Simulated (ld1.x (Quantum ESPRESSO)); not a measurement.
**Scattering properties, PAW potential for Au**

Au (Z = 79), PAW, made with ld1.x (Quantum ESPRESSO) 7.5 (PBE, fully relativistic). Core [Kr] 4d10 4f14, reference 5s2 5p6 5d9 6s2 6p0. Waves: 5s (bound): rcut 1.40, rcutus 1.70 bohr; 6s (bound): rcut 1.40, rcutus 1.70 bohr; 5p (bound): rcut 1.80, rcutus 2.00 bohr; 6p (bound, empty): rcut 1.80, rcutus 2.00 bohr; 5d (bound): rcut 1.35, rcutus 1.80 bohr; 5d channel at 0.05 Ry: rcut 1.35, rcutus 1.80 bohr. Local part: all-electron potential smoothed inside 1.80 bohr (lloc = -1). Core correction: a·sin(br)/r model core inside 1.00 bohr. Augmentation charge: BESSEL, radius 1.05 bohr.

Open shells are filled in proportion to 2j + 1 (rel_dist='average').

The phase is arctan(r·u′/u) with u = r·R(r), unwrapped; energies in Ry, scanned from -10 to 5 Ry. A pole is an energy at which the radial function vanishes at the test radius. The pseudo phase is shifted by a multiple of π to meet the all-electron one at the reference energy, and phase errors are pseudo minus all-electron; the curves can meet again beyond the range given. Levels narrower than the energy grid can be missing from the lists of poles.

Q: For each channel, where are the poles, and over which energies does the pseudopotential scatter like the atom?

A:

```tsv
channel	radius (bohr)	reference energy (Ry)	poles, all-electron	poles, pseudo	unbroken range about the reference energy with phases within 0.05 rad	phase error 1 Ry above the reference energy (rad)
s	2.20	-0.49	-8.12, 3.55	-8.12, 3.57	the whole range	+0.000
p1/2	2.20	-0.12	-5.40	-5.40, 3.57	below 1.1	-0.036
p3/2	2.20	-0.07	-4.09	-4.08, -1.01, 3.94	-0.7 to 0.6	-0.198
d3/2	2.20	-0.73	-0.02	-0.02	below 3.7	+0.000
d5/2	2.20	-0.61	0.19	0.19	below 4.3	+0.000
```

The ghost test of this file was not conclusive.

Phases in the d5/2 channel:

```tsv
E (Ry)	all-electron	pseudo
-10.00	1.425	1.425
-9.76	1.423	1.423
-9.52	1.421	1.421
-9.28	1.419	1.419
-9.04	1.417	1.417
-8.80	1.415	1.415
-8.56	1.413	1.413
-8.32	1.410	1.410
-8.08	1.408	1.408
-7.84	1.405	1.405
-7.60	1.402	1.403
-7.36	1.399	1.399
-7.12	1.396	1.396
-6.88	1.393	1.393
-6.64	1.390	1.390
-6.40	1.386	1.386
-6.16	1.382	1.382
-5.92	1.378	1.378
-5.68	1.373	1.373
-5.44	1.368	1.368
-5.20	1.363	1.363
-4.96	1.357	1.357
-4.72	1.351	1.351
-4.48	1.344	1.344
-4.24	1.336	1.336
-4.00	1.327	1.327
-3.76	1.317	1.318
-3.52	1.306	1.306
-3.28	1.293	1.293
-3.04	1.278	1.278
-2.80	1.259	1.259
-2.56	1.235	1.236
-2.32	1.205	1.206
-2.08	1.165	1.165
-1.84	1.107	1.107
-1.60	1.016	1.016
-1.36	0.852	0.852
-1.12	0.497	0.497
-0.88	-0.263	-0.263
-0.64	-0.976	-0.976
-0.40	-1.298	-1.298
-0.16	-1.452	-1.452
0.08	-1.541	-1.541
0.32	-1.602	-1.602
0.56	-1.647	-1.647
0.80	-1.684	-1.684
1.04	-1.716	-1.716
1.28	-1.746	-1.746
1.52	-1.775	-1.775
1.76	-1.805	-1.805
2.00	-1.837	-1.837
2.24	-1.873	-1.872
2.48	-1.913	-1.912
2.72	-1.961	-1.960
2.96	-2.021	-2.018
3.20	-2.097	-2.092
3.44	-2.199	-2.191
3.68	-2.339	-2.325
3.92	-2.539	-2.515
4.16	-2.820	-2.781
4.40	-3.174	-3.120
4.64	-3.532	-3.476
4.88	-3.822	-3.773
```
